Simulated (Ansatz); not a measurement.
Relaxation of AlCl₂FH₂O (7 atoms, charge 0, multiplicity 1), to a largest force component of 0.03 eV/Å in at most 50 steps.

Level of theory: RKS B3LYP-D4/6-31G (Ansatz 0.2.0).

```xyz
7
Properties=species:S:1:pos:R:3
Al -0.462 -0.849 0.216
O -0.849 0.878 -0.184
Cl -0.450 -2.348 -1.365
Cl -0.212 -1.344 2.306
H 1.308 1.536 -0.012
F 2.021 0.940 -0.004
H -1.356 1.187 -0.955
```

Where does it end, and by what steps?

It converged. Limits of this set-up: no polarisation functions. After 18 steps the energy has fallen by 1.960 eV; H5 moved furthest, 1.24 Å. Parted: H5–F6. Joined: Al1–F6, O2–H5.

| step | energy less start (eV) | largest force component (eV/Å) | accepted |
| --- | --- | --- | --- |
| 0 | 0.0000 | 1.803 | yes |
| 1 | -0.2291 | 1.116 | yes |
| 2 | -0.4947 | 0.747 | yes |
| 3 | -0.7777 | 0.506 | yes |
| 4 | -0.8216 | 1.485 | yes |
| 5 | -0.9218 | 0.470 | yes |
| 6 | -0.9782 | 0.523 | yes |
| 7 | -1.0219 | 1.530 | yes |
| 8 | -1.1143 | 0.935 | yes |
| 9 | -1.4303 | 0.923 | yes |
| 10 | -1.7021 | 0.700 | yes |
| 11 | -1.5943 | 2.727 | no |
| 12 | -1.8031 | 1.045 | yes |
| 13 | -1.8791 | 0.638 | yes |
| 14 | -1.9348 | 0.529 | yes |
| 15 | -1.9507 | 0.267 | yes |
| 16 | -1.9536 | 0.284 | yes |
| 17 | -1.9596 | 0.030 | yes |
| 18 | -1.9599 | 0.016 | yes |

```xyz
7
Properties=species:S:1:pos:R:3
Al 0.377 -0.693 0.237
O -0.425 0.964 -0.323
Cl -0.192 -2.102 -1.343
Cl -0.511 -1.043 2.211
H 0.177 1.710 -0.499
F 1.942 -0.001 0.168
H -1.367 1.165 -0.450
```

Whether the end is a true minimum wasn't checked by a vibrational analysis.

Time of the run: 74 s on 1 thread of Arm Neoverse V1 (shared host), peak memory 0.16 GiB.
